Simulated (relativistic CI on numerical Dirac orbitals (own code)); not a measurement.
Slater and spin-orbit integrals, W57+

Calculated at this level of theory: Dirac-Coulomb-Breit CI, orbitals from a KLI potential per configuration, model QED (radiative potential, 1s self-energy scaled to tabulated hydrogen-like ionisation energies), unscaled Slater integrals (own radial code, finite nucleus).

Slater integrals F^k, G^k are unscaled and averaged over j, outside the closed core [Ne]; ζ comes from projecting the Hamiltonian with its Breit term on Σ l·s of the shell.

- 3s2 3p5: ζ(3p) = 1.8771e+06 cm⁻¹; <r>(3p) = 0.1833, <r^2>(3p) = 0.03893 (bohr units).
- 3s2 3p4 3d: F^2(3p,3p) = 532340, ζ(3p) = 1.8758e+06, F^2(3p,3d) = 537800, G^1(3p,3d) = 558920, G^3(3p,3d) = 377280, ζ(3d) = 254500 cm⁻¹; <r>(3p) = 0.1834, <r^2>(3p) = 0.03898, <r>(3d) = 0.1628, <r^2>(3d) = 0.03059 (bohr units).
- 3s 3p5 3d: G^1(3s,3p) = 677830, ζ(3p) = 1.8756e+06, G^2(3s,3d) = 429380, F^2(3p,3d) = 537580, G^1(3p,3d) = 558810, G^3(3p,3d) = 377170, ζ(3d) = 255510 cm⁻¹; <r>(3s) = 0.1868, <r^2>(3s) = 0.03989, <r>(3p) = 0.1835, <r^2>(3p) = 0.03901, <r>(3d) = 0.1629, <r^2>(3d) = 0.03062 (bohr units).

Averages of the first 10 configurations, taken without configuration mixing, which lowers the lowest level and can move excited configurations by several eV; other configurations of the list can lie among them:

| Configuration | Parity | States | Average energy above the lowest level (eV) |
| --- | --- | --- | --- |
| 3s2 3p5 | odd | 6 | 125.4 |
| 3s2 3p4 3d | even | 150 | 538.5 |
| 3s 3p6 | even | 2 | 573.7 |
| 3s 3p5 3d | odd | 120 | 976.7 |
| 3s 3p4 3d2 | even | 1350 | 1388.7 |
| 3p6 3d | even | 10 | 1438.2 |
| 3s2 3p3 3d 4p | even | 1200 | 3303.3 |
| 3s 3p4 3d 4s | even | 600 | 3561.2 |
| 3p6 4s | even | 2 | 3624.5 |
| 3s2 3p4 4s | even | 30 | 2720.1 |
